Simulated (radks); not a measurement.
Effect of the nuclear size on neutral rhodium, [Kr] 4d8 5s1. Calculated with a radial shooting solver on a logarithmic mesh with Libxc functionals: Dirac Kohn-Sham, exchange-only LDA, spin-unpolarised, spherical densities, finite nucleus; open shells are shared between the two j in proportion to 2j + 1; Fermi nuclear charge, rms radius 4.4945 fm. The rms radius is varied about that value; shifts are against it.

rms radius (fm)  total energy shift (eV)  density at nucleus (e/bohr^3)  1s1/2 shift (meV)  2s1/2 shift (meV)  3p1/2 shift (meV)  4s1/2 shift (meV)  4p1/2 shift (meV)  5s1/2 shift (meV)
4.0451                            -0.416                      1.221e+05               -175              -19.3              0.234             -0.637              0.044             -0.036
4.2563                            -0.225                      1.213e+05              -95.0              -10.4              0.127             -0.345              0.024             -0.019
4.4945                                 0                      1.205e+05              0.000              0.000              0.000              0.000              0.000              0.000
4.899                              0.407                      1.192e+05                172               18.8             -0.229              0.624             -0.043              0.035
5.4878                              1.05                      1.175e+05                444               48.8             -0.592               1.62             -0.110              0.090

Slopes of the eigenvalues against <r^2> in GHz/fm^2, as finite differences over the two radii next to the reference (eigenvalue slopes, not the field-shift constants of lines): 1s1/2 11000, 2s1/2 1200, 3p1/2 -14.6, 4s1/2 39.8, 4p1/2 -2.72, 5s1/2 2.22.
